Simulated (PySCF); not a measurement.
## Bond curve of BeC

Set-up: PySCF, no relativity, basis sets Be 6-31G(d,p), C 6-31G(d,p). Energies in eV from Be + C in their ground configurations at the same level. State: Ms = 1 determinant of mixed spin (⟨S²⟩ near 2.7), unpaired electrons π ↑↑.

All columns are PBE0. A positive dipole means Be(−)C(+).

```tsv
R (Å)	E (eV)	μ (D)	Mulliken charge on Be (basis-dependent)	HOMO (eV)	LUMO (eV)	Mayer bond order	⟨S²⟩
1.437	-1.980	-0.38	0.00	-5.76	-2.84	1.64	2.80
1.504	-2.342	-0.60	0.05	-5.90	-2.69	1.59	2.78
1.571	-2.545	-0.81	0.10	-6.04	-2.56	1.54	2.77
1.621	-2.618	-0.97	0.13	-6.14	-2.47	1.49	2.76
1.671	-2.638	-1.12	0.16	-6.24	-2.39	1.45	2.75
1.721	-2.616	-1.27	0.18	-6.33	-2.32	1.41	2.74
1.788	-2.537	-1.47	0.21	-6.46	-2.23	1.36	2.72
1.871	-2.384	-1.70	0.23	-6.61	-2.36	1.29	2.70
1.972	-2.151	-1.97	0.25	-6.58	-2.51	1.22	2.67
2.106	-1.808	-2.26	0.27	-6.38	-2.71	1.13	2.61
```

A fit through these points gives, at Re = 1.668 Å, μ = -1.11 D and dμ/dR = -3.03 D/Å; the reduced mass is 5.147 u.

Q: How strong is the fundamental in the double-harmonic approximation, I = 42.26·(dμ/dR)²/μred km/mol?

A: I = 42.26·(-3.03)²/5.147 = 75.4 km/mol at PBE0.

The state is the lowest determinant that a PBE0 search found; another state may lie lower at other levels.
